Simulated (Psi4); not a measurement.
Psi4 input (wB97X-D/6-311+G**):

```
memory 1500 MB

molecule {
1 1
N    -0.14792300    1.62764400   -0.58665800
Si    0.11106900    0.03075400   -0.17940100
N     1.63004200   -0.29453200    0.43867700
N    -0.72667600   -1.06390500   -1.13508800
O    -0.81322200   -0.30687600    1.43581900
H    -0.69222000    1.91915800   -1.38322000
H     0.31176100    2.40123200   -0.13234100
H     2.45795400    0.09788500    0.01606900
H     1.84468400   -1.07703600    1.03712300
H    -0.33708400   -1.96334700   -1.37340800
H    -1.48884200   -0.81139500   -1.74564300
H    -1.70265400   -0.68910900    1.37098500
H    -0.73088700    0.26261500    2.21698800
symmetry c1
no_reorient
no_com
}

set {
  basis 6-311+G**
  reference rks
  scf_type df
  df_basis_scf def2-universal-jkfit
  dft_radial_points 99
  dft_spherical_points 590
  e_convergence 1e-8
  d_convergence 1e-7
  maxiter 150
}

e = energy('wb97x-d')
print_out(f'\nFINAL {e:.10f} DIPOLE {variable("CURRENT DIPOLE")[0]:.6f} {variable("CURRENT DIPOLE")[1]:.6f} {variable("CURRENT DIPOLE")[2]:.6f}\n')
```

Output:

```
   => Loading Basis Set <=

    Name: 6-311+G**
    Role: ORBITAL
    Keyword: BASIS
    atoms 1, 3-4 entry N          line   150 file 6-311pgss.gbs
    atoms 2      entry SI         line   351 file 6-311pgss.gbs
    atoms 5      entry O          line   171 file 6-311pgss.gbs
    atoms 6-13   entry H          line    42 file 6-311pgss.gbs

   => WB97X-D: Empirical Dispersion <=

    Chai and Head-Gordon Dispersion Correction
    Chai, J.-D.; Head-Gordon, M. (2010), J. Chem. Phys., 132: 6615-6620

        s6 =       1.000000

         ---------------------------------------------------------
                                   SCF
               by Justin Turney, Rob Parrish, Andy Simmonett
                          and Daniel G. A. Smith
                              RKS Reference
         ---------------------------------------------------------

  ==> Geometry <==

    Molecular point group: c1
    Full point group: C1

    Geometry (in Angstrom), charge = 1, multiplicity = 1:

       Center              X                  Y                   Z               Mass
    ------------   -----------------  -----------------  -----------------  -----------------
         N           -0.147923000000     1.627644000000    -0.586658000000    14.003074004430
         SI           0.111069000000     0.030754000000    -0.179401000000    27.976926534650
         N            1.630042000000    -0.294532000000     0.438677000000    14.003074004430
         N           -0.726676000000    -1.063905000000    -1.135088000000    14.003074004430
         O           -0.813222000000    -0.306876000000     1.435819000000    15.994914619570
         H           -0.692220000000     1.919158000000    -1.383220000000     1.007825032230
         H            0.311761000000     2.401232000000    -0.132341000000     1.007825032230
         H            2.457954000000     0.097885000000     0.016069000000     1.007825032230
         H            1.844684000000    -1.077036000000     1.037123000000     1.007825032230
         H           -0.337084000000    -1.963347000000    -1.373408000000     1.007825032230
         H           -1.488842000000    -0.811395000000    -1.745643000000     1.007825032230
         H           -1.702654000000    -0.689109000000     1.370985000000     1.007825032230
         H           -0.730887000000     0.262615000000     2.216988000000     1.007825032230

  Running in c1 symmetry.

  Rotational constants: A =      0.12192  B =      0.11994  C =      0.10792 [cm^-1]
  Rotational constants: A =   3655.16238  B =   3595.70700  C =   3235.24608 [MHz]
  Nuclear repulsion =  272.023447317307500

  Charge       = 1
  Multiplicity = 1
  Electrons    = 50
  Nalpha       = 25
  Nbeta        = 25

  ==> Algorithm <==

  SCF Algorithm Type is DF.
  DIIS enabled.
  MOM disabled.
  Fractional occupation disabled.
  Guess Type is SAD.
  Energy threshold   = 1.00e-08
  Density threshold  = 1.00e-07
  Integral threshold = 1.00e-12

  ==> Primary Basis <==

  Basis Set: 6-311+G**
    Blend: 6-311+G**
    Number of shells: 86
    Number of basis functions: 166
    Number of Cartesian functions: 171
    Spherical Harmonics?: true
    Max angular momentum: 2

  ==> DFT Potential <==

   => LibXC <=

    Version 7.1.2
    S. Lehtola, C. Steigemann, M. J. T. Oliveira, and M. A. L. Marques,  SoftwareX 7, 1–5 (2018) (10.1016/j.softx.2017.11.002)

   => Composite Functional: WB97X-D <=

    wB97X-D Hyb-GGA Exchange-Correlation Functional

    J.-D. Chai and M. Head-Gordon,  Phys. Chem. Chem. Phys. 10, 6615–6620 (2008) (10.1039/B810189B)

    Deriv               =              1
    GGA                 =           TRUE
    Meta                =          FALSE

    Exchange Hybrid     =           TRUE
    MP2 Hybrid          =          FALSE

   => Exchange-Correlation Functionals <=

    1.0000   wB97X-D range-separated functional

   => Exact (HF) Exchange <=

    0.7780            HF,LR [omega = 0.2000]
    0.2220               HF

   => LibXC Density Thresholds  <==

    XC_HYB_GGA_XC_WB97X_D:  1.00E-14

   => Molecular Quadrature <=

    Radial Scheme          =       TREUTLER
    Pruning Scheme         =           NONE
    Nuclear Scheme         =       TREUTLER

    Blocking Scheme        =         OCTREE
    BS radius alpha        =              1
    Pruning alpha          =              1
    Radial Points          =             99
    Spherical Points       =            590
    Total Points           =         719132
    Total Blocks           =           5012
    Max Points             =            256
    Max Functions          =            164
    Weights Tolerance      =       1.00E-15

   => Loading Basis Set <=

    Name: DEF2-UNIVERSAL-JKFIT
    Role: JKFIT
    Keyword: DF_BASIS_SCF
    atoms 1, 3-4 entry N          line   258 file def2-universal-jkfit.gbs
    atoms 2      entry SI         line   737 file def2-universal-jkfit.gbs
    atoms 5      entry O          line   318 file def2-universal-jkfit.gbs
    atoms 6-13   entry H          line    18 file def2-universal-jkfit.gbs

  ==> Integral Setup <==

  SCF_SUBTYPE=INCORE selected. In-core MEM_DF algorithm will be used.
  Using in-core AOs.

  ==> MemDFJK: Density-Fitted J/K Matrices <==

    J tasked:                   Yes
    K tasked:                   Yes
    wK tasked:                  Yes
    Omega:                2.000E-01
    Algorithm:                 Core
    Schwarz Cutoff:           1E-12
    Mask sparsity (%):       2.3080
    Fitting Condition:        1E-10

   => Auxiliary Basis Set <=

  Basis Set: DEF2-UNIVERSAL-JKFIT
    Blend: DEF2-UNIVERSAL-JKFIT
    Number of shells: 186
    Number of basis functions: 580
    Number of Cartesian functions: 687
    Spherical Harmonics?: true
    Max angular momentum: 4

  Cached 25.0% of DFT collocation blocks in 0.596 [GiB].

  Minimum eigenvalue in the overlap matrix is 3.7690026610E-04.
  Reciprocal condition number of the overlap matrix is 4.0137098156E-05.
    Using symmetric orthogonalization.

  ==> Pre-Iterations <==

  SCF Guess: Superposition of Atomic Densities via on-the-fly atomic UHF (no occupation information).

   -------------------------
    Irrep   Nso     Nmo
   -------------------------
     A        166     166
   -------------------------
    Total     166     166
   -------------------------

  ==> Iterations <==

                           Total Energy        Delta E     RMS |[F,P]|

   @DF-RKS iter SAD:  -533.14778362758136   -5.33148e+02   0.00000e+00
   @DF-RKS iter   1:  -533.14106915049115    6.71448e-03   7.25880e-03 DIIS/ADIIS
   @DF-RKS iter   2:  -533.20988159540241   -6.88124e-02   6.65100e-03 DIIS/ADIIS
   @DF-RKS iter   3:  -533.68585953905779   -4.75978e-01   3.37571e-04 DIIS/ADIIS
   @DF-RKS iter   4:  -533.68705307475636   -1.19354e-03   8.26217e-05 DIIS
   @DF-RKS iter   5:  -533.68711356847825   -6.04937e-05   2.76840e-05 DIIS
   @DF-RKS iter   6:  -533.68712070269567   -7.13422e-06   1.38632e-05 DIIS
   @DF-RKS iter   7:  -533.68712248408622   -1.78139e-06   1.46367e-06 DIIS
   @DF-RKS iter   8:  -533.68712252218506   -3.80988e-08   4.55245e-07 DIIS
   @DF-RKS iter   9:  -533.68712252694411   -4.75904e-09   1.02821e-07 DIIS
   @DF-RKS iter  10:  -533.68712252715807   -2.13959e-10   6.19545e-08 DIIS
  Energy and wave function converged.

  ==> Post-Iterations <==

   Electrons on quadrature grid:
      Ntotal   =   50.0000001244 ; deviation = 1.244e-07

    Orbital Energies [Eh]
    ---------------------

    Doubly Occupied:

       1A    -66.484670     2A    -19.531966     3A    -14.585827
       4A    -14.585710     5A    -14.584970     6A     -5.613469
       7A     -3.960959     8A     -3.956798     9A     -3.956384
      10A     -1.398307    11A     -1.149948    12A     -1.116802
      13A     -1.113729    14A     -0.905407    15A     -0.864849
      16A     -0.777919    17A     -0.766862    18A     -0.753085
      19A     -0.733814    20A     -0.706727    21A     -0.694829
      22A     -0.676431    23A     -0.554820    24A     -0.531514
      25A     -0.521689

    Virtual:

      26A     -0.115053    27A     -0.066172    28A     -0.062523
      29A     -0.057440    30A     -0.016869    31A     -0.011425
      32A     -0.005988    33A      0.001664    34A      0.014336
      35A      0.032732    36A      0.033669    37A      0.038276
      38A      0.043020    39A      0.048997    40A      0.058974
      41A      0.066289    42A      0.075946    43A      0.081981
      44A      0.099641    45A      0.107047    46A      0.110816
      47A      0.121016    48A      0.124112    49A      0.133708
      50A      0.151094    51A      0.164169    52A      0.170806
      53A      0.198199    54A      0.215794    55A      0.228964
      56A      0.239419    57A      0.259296    58A      0.260477
      59A      0.275446    60A      0.290746    61A      0.359096
      62A      0.401693    63A      0.434802    64A      0.471762
      65A      0.478718    66A      0.489660    67A      0.499861
      68A      0.532435    69A      0.561771    70A      0.579648
      71A      0.628857    72A      0.660504    73A      0.693279
      74A      0.696245    75A      0.736506    76A      0.739526
      77A      0.764123    78A      0.775541    79A      0.793394
      80A      0.823549    81A      0.866021    82A      0.876821
      83A      0.902978    84A      0.916082    85A      0.934451
      86A      0.945616    87A      1.031419    88A      1.043965
      89A      1.100148    90A      1.125752    91A      1.147341
      92A      1.151340    93A      1.174489    94A      1.215191
      95A      1.266090    96A      1.345713    97A      1.363419
      98A      1.415866    99A      1.507010   100A      1.523171
     101A      1.534402   102A      1.564125   103A      1.578034
     104A      1.585930   105A      1.622128   106A      1.690397
     107A      1.721903   108A      1.750090   109A      1.781774
     110A      1.862415   111A      1.888092   112A      1.916274
     113A      1.954477   114A      1.988081   115A      1.997809
     116A      2.006595   117A      2.052539   118A      2.237990
     119A      2.257396   120A      2.293630   121A      2.316592
     122A      2.330476   123A      2.336426   124A      2.370476
     125A      2.389892   126A      2.410612   127A      2.439762
     128A      2.497770   129A      2.624043   130A      2.634864
     131A      2.689474   132A      2.703986   133A      2.752427
     134A      2.784416   135A      2.868459   136A      2.899487
     137A      2.917595   138A      2.943115   139A      2.989829
     140A      3.003646   141A      3.037413   142A      3.051468
     143A      3.117134   144A      3.556696   145A      3.729256
     146A      3.783975   147A      3.801299   148A      3.814697
     149A      4.127528   150A      4.338410   151A      4.356539
     152A      4.664445   153A      4.680082   154A      4.682530
     155A      4.848512   156A      5.204022   157A      5.493963
     158A      5.723827   159A     11.310838   160A     11.554988
     161A     11.586630   162A     35.526931   163A     35.528523
     164A     35.570147   165A     49.786017   166A    141.210411

    Final Occupation by Irrep:
              A
    DOCC [    25 ]
    NA   [    25 ]
    NB   [    25 ]

  @DF-RKS Final Energy:  -533.68712252715807

   => Energetics <=

    Nuclear Repulsion Energy =            272.0234473173075003
    One-Electron Energy =               -1264.7765177486485300
    Two-Electron Energy =                 496.5849864857951275
    DFT Exchange-Correlation Energy =     -37.5143858667380883
    Empirical Dispersion Energy =          -0.0046527148741041
    VV10 Nonlocal Energy =                  0.0000000000000000
    Total Energy =                       -533.6871225271580670

Computation Completed

Properties will be evaluated at   0.000000,   0.000000,   0.000000 [a0]

Properties computed using the SCF density matrix

 Multipole Moments:

 ------------------------------------------------------------------------------------
     Multipole            Electronic (a.u.)      Nuclear  (a.u.)        Total (a.u.)
 ------------------------------------------------------------------------------------

 L = 1.  Multiply by 2.5417464519 to convert [e a0] to [Debye]
 Dipole X            :         -0.6856552            0.0000057           -0.6856495
 Dipole Y            :         -0.0078668           -0.0000000           -0.0078668
 Dipole Z            :          0.7599362            0.0000151            0.7599513
 Magnitude           :                                                    1.0235737

 ------------------------------------------------------------------------------------

FINAL -533.6871225272 DIPOLE -0.685649 -0.007867 0.759951

*** Psi4 exiting successfully. Buy a developer a beer!
```

The dipole moment of an ion depends on the origin.

The geometry given is a B3LYP-D3(BJ)/def2-TZVP minimum.
